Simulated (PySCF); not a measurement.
Gas-phase reaction: GaH3.NH3 = GaH3 + NH3

Computed with PySCF and rigid-rotor harmonic-oscillator thermochemistry at 1 bar. † marks an energy on the PBE0/def2-TZVP geometry and frequencies. MP2 freezes the core. All species are closed-shell singlets. B3LYP is the form with VWN-RPA correlation. Ga: all electrons, no relativistic terms. Adducts (GaH3.NH3) have no counterpoise correction, and HF, PBE, BLYP, B3LYP and PBE0 lack dispersion. GaH3.NH3, GaH3: computed as isolated molecules; such fragments, hydroxides, amides, oligomers or adducts are transient or little studied in the gas. MP2 isn't extrapolated to the basis-set limit.

| level | ΔH°(298 K), kJ |
|---|---|
| B3LYP/def2-TZVP† | 77 |
| MP2/def2-SVP† | … |
| r2SCAN/def2-TZVP† | 96 |
| ωB97M-V/def2-TZVP† | 91 |
| ωB97X-V/def2-TZVP† | … |

Question: What belongs in the gaps?

Answer: 
- MP2/def2-SVP†, ΔH°(298 K), kJ: 109
- ωB97X-V/def2-TZVP†, ΔH°(298 K), kJ: 92
